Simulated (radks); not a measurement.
Effect of the nuclear size on the thallium ion Tl+, [Hg]. Method: Dirac Kohn-Sham, BLYP, spin-unpolarised, spherical densities, finite nucleus; Fermi nuclear charge, rms radius 5.4759 fm; computed with a radial shooting solver on a logarithmic mesh with Libxc functionals. The rms radius is varied about that value; shifts are against it.

rms radius (fm)  total energy shift (eV)  density at nucleus (e/bohr^3)  1s1/2 shift (meV)  2s1/2 shift (meV)  4p1/2 shift (meV)  5s1/2 shift (meV)  5p1/2 shift (meV)  6s1/2 shift (meV)  6p1/2 (empty) shift (meV)
4.4136                             -42.3                      2.765e+06             -16900              -2540              -2.74              -29.5              0.724              -2.69                      0.544
5.2076                             -11.2                      2.578e+06              -4460               -671             -0.729              -7.79              0.190             -0.710                      0.144
5.4759                                 0                      2.524e+06              0.000              0.000              0.000              0.000              0.000              0.000                      0.000
5.7004                              9.60                      2.481e+06               3830                577              0.629               6.69             -0.163              0.610                     -0.123
6.0837                              26.5                      2.414e+06              10600               1590               1.74               18.5             -0.448               1.68                     -0.340

Slopes of the eigenvalues against <r^2> in GHz/fm^2, as finite differences over the two radii next to the reference (eigenvalue slopes, not the field-shift constants of lines): 1s1/2 373000, 2s1/2 56100, 4p1/2 61.1, 5s1/2 652, 5p1/2 -15.9, 6s1/2 59.4, 6p1/2 (empty) -12.0.
